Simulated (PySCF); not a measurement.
## Radial density of Al (aluminium, neutral)

TPSS, [Ne] 3s2 4s1, 2S determinant (an excited configuration). All numbers are calculated (PySCF 2.14, the non-relativistic Hamiltonian (point nucleus), in aug-cc-pV(Q+d)Z (7s6p5d3f2g, 89 functions)).

```csv
r (bohr),4πr²ρ (e/bohr),4πr²(ρα − ρβ)
0.00198,0.06554,0.0000
0.00333,0.1791,0.0000
0.00560,0.4776,0.0001
0.00941,1.224,0.0003
0.0158,2.932,0.0006
0.0266,6.274,0.0013
0.0448,11.13,0.0022
0.0754,14.53,0.0023
0.127,12.12,0.0004
0.213,8.449,0.0007
0.359,11.70,0.0078
0.603,10.78,0.0035
1.01,3.263,0.0070
1.71,1.108,0.0378
2.87,0.6354,0.0010
4.83,0.1511,0.0957
8.12,0.1604,0.1601
13.7,0.006674,0.0067
```

The outer electron is Rydberg-like, and this basis confines it to a smaller radius and binds it less than a complete one would.
